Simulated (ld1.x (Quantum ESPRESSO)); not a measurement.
# arsenic (As), ultrasoft: configuration errors across variants

ld1.x (Quantum ESPRESSO) 7.5 input, shortened:

```
&input
   title='As', zed=33., rel=1, dft='PBE', iswitch=3,
   config='[Ar] 3d10 4s2 4p2.5'
 /
 &inputp
   pseudotype=3, tm=.true., lloc=-2, rcloc=0.80,
   nlcc=.true., new_core_ps=.true.,
   which_augfun='PSQ', rmatch_augfun_nc=.true.
 /
6
4S  1  0   2.00   0.00  1.55  1.90  0.0
4S  1  0   0.00   2.30  1.55  1.90  0.0
4P  2  1   2.50   0.00  1.60  1.80  0.0
4P  2  1   0.00   4.45  1.60  1.80  0.0
3D  3  2  10.00   0.00  0.75  1.05  0.0
3D  3  2   0.00  -2.70  0.75  1.05  0.0
 &test
   configts(1)='3d10 4s2 4p2.5'
 /
```

All-electron excitation energies from the reference (eV): (1) 3d10 4s2 4p3 -3.555; (2) 3d10 4s2 4p2 5.594; (3) 3d10 4s2 4p1 23.512; (4) 3d10 4s0 4p5 15.501; (5) 3d10 4s1 4p4 5.862; (6) 3d10 4s1 4p0 101.862; (7) 3d10 4s2 4p0 51.215.

Tests that are not counted but printed errors over 1 eV. “all radii but the core radius scaled by about 1.10 (s 2.08, p 1.98, d 1.16 bohr, rcut 1.70/1.76/0.82); local potential all-electron potential smoothed inside 0.88 bohr (lloc = -2)”: 3d10 4s1 4p0 (solver errors, printed error -2256 eV).

A true bound ghost makes a file unfit for plane-wave use even where its test errors are small: the radial tests pick states by their node count and pass the ghost by. Where a test does run into it, the solver fails or the error is huge.

Errors AE − PS in meV (a dash: test not solved or not reliable):

```csv
change,(1),(2),(3),(4),(5),(6),(7),bound ghosts
base,+0.6,-0.8,-4.3,-7.5,-1.8,-43,-14,s
"all radii but the core radius scaled by about 0.88 (s 1.68, p 1.60, d 0.92 bohr, rcut 1.36/1.42/0.66); local potential all-electron potential smoothed inside 0.70 bohr (lloc = -2)",+0.6,-0.7,-3.4,-3.9,-1.0,-29,-10,s
"all radii but the core radius scaled by about 1.04 (s 1.98, p 1.88, d 1.10 bohr, rcut 1.62/1.66/0.78); local potential all-electron potential smoothed inside 0.84 bohr (lloc = -2)",+0.5,-0.9,-6.1,-8.6,-2.0,-58,-20,s
"all radii but the core radius scaled by about 1.10 (s 2.08, p 1.98, d 1.16 bohr, rcut 1.70/1.76/0.82); local potential all-electron potential smoothed inside 0.88 bohr (lloc = -2)",+0.9,-0.1,+9.6,-8.2,-1.6,–,+69,s
"all radii but the core radius scaled by about 1.21 (s 2.30, p 2.18, d 1.28 bohr, rcut 1.88/1.94/0.90); local potential all-electron potential smoothed inside 0.96 bohr (lloc = -2)",+0.8,-0.5,-1.6,-7.0,-1.2,-68,-6.7,none
"all radii but the core radius scaled by about 1.35 (s 2.56, p 2.42, d 1.42 bohr, rcut 2.08/2.16/1.00); local potential all-electron potential smoothed inside 1.08 bohr (lloc = -2)",+0.8,-0.6,-6.3,-11,-1.7,–,–,none
```

**Question.** Give the same row for: all radii but the core radius scaled by about 0.81 (s 1.54, p 1.46, d 0.86 bohr, rcut 1.26/1.30/0.60); local potential all-electron potential smoothed inside 0.66 bohr (lloc = -2).

**Answer.** +0.4, -0.9, -4.7, -3.6, -0.9, -33, -11; bound ghosts: s, p.
